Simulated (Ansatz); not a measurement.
Coupled-cluster diagnostics for Cs₃Cl₃, Ansatz.

Geometry of the singlet (PBE0-D4/def2-SVP):

Cartesian coordinates in Å:
```
Cs -0.5963 0.0097 3.5266
Cs 2.5918 -1.7748 -1.7092
Cs -1.0526 1.1687 -1.0393
Cl 0.4984 -0.3202 -3.4739
Cl 1.2466 -0.5390 0.9431
Cl -2.6879 1.4556 1.7526
```

In the def2 sets Cs takes a core potential; there is no spin–orbit coupling. Correlated methods freeze 15 core orbitals; core or outer-core shells of Cs are correlated, in sets that lack core-valence functions. Another isomer (singlet) lies 0.02 eV lower at PBE0-D4/def2-TZVP; other spin states weren't run for this one.

(1) Estimate the CCSD(T) correlation energy, the shares of MP2 and (T), T1 and the reference's ⟨S²⟩ for: charge 0, singlet, own geometry in def2-SVP; and the rough time on 4 threads of Arm Neoverse V1 on a shared host.

Results:

(1) 
| state | basis | correlation (eV) | MP2 share (%) | (T) share (%) | T1 | ⟨S²⟩ (pure) | wall time |
| --- | --- | --- | --- | --- | --- | --- | --- |
| charge 0, singlet, own geometry | def2-SVP | -15.864 | 90.5 | 1.6 | 0.009 | 0.00 (0.00) | 24 s |
Customary marks for T1 are 0.02 (closed shells), 0.045 (open shells) and about 0.05 (3d metals). T1 stays under 0.02 throughout.
